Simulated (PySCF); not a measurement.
# Spin-orbit coupling and the fourth ionisation energy along the 4p block

Two-component X2C-1e calculated with PySCF 2.14: MP2 on generalised Hartree-Fock spinors (GMP2), with spin-orbit coupling off and on (screened by Boettger's factors); no Breit or QED terms. Values in eV; the references (NIST) lie between the lowest levels. Elements whose determinants are no pure J levels are left out.

```json
{"element": "Ga (x2c-QZVPPall-2c, [Ne] frozen)", "configurations": "[Ar] 3d10 → [Ar] 3d9", "spin-free": "63.722", "with spin-orbit": "63.532", "shift": "-0.190", "reference": "63.241 ± 0.009"}
{"element": "Ge (x2c-QZVPPall-2c, [Ne] frozen)", "configurations": "[Ar] 3d10 4s1 → [Ar] 3d10", "spin-free": "45.665", "with spin-orbit": "45.666", "shift": "0.000", "reference": "45.715"}
{"element": "As (x2c-QZVPPall-2c, [Ne] frozen)", "configurations": "[Ar] 3d10 4s2 → [Ar] 3d10 4s1", "spin-free": "49.643", "with spin-orbit": "49.644", "shift": "0.000", "reference": "50.15 ± 0.06"}
{"element": "Se (x2c-QZVPPall-2c, [Ne] frozen)", "configurations": "[Ar] 3d10 4s2 4p1 → [Ar] 3d10 4s2", "spin-free": "42.460", "with spin-orbit": "42.840", "shift": "0.380", "reference": "42.947"}
```

The largest shift is at Se, 0.380 eV, where spin-orbit coupling lowers the species with more electrons by more than the one with fewer (starting occupations 4p1/2^1 and closed).

What remains against the references is mostly the basis and correlation beyond MP2.
